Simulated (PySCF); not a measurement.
Correlation energy of Zn²⁺ (zinc, charge +2)

[Ar] 3d9 4p1, one real determinant (an excited configuration). All numbers are calculated (PySCF 2.14, scalar relativity by spin-free X2C-1e, in aug-cc-pVTZ-DK (8s7p5d3f2g, 93 functions)). Frozen: [Ar]; 10 electrons correlated.

```csv
level,correlation energy (mhartree)
CCSD,-337.35
(T),-7.24
CCSD(T),-344.59
```

Diagnostics: T1 = 0.0080, D1 = 0.0267, largest double amplitude 0.036.

Problem. Is a single reference adequate?

Solution. Yes: T1 lies below 0.03 and no double amplitude reaches 0.07.

The reference is one real determinant that mixes LS terms of this configuration.
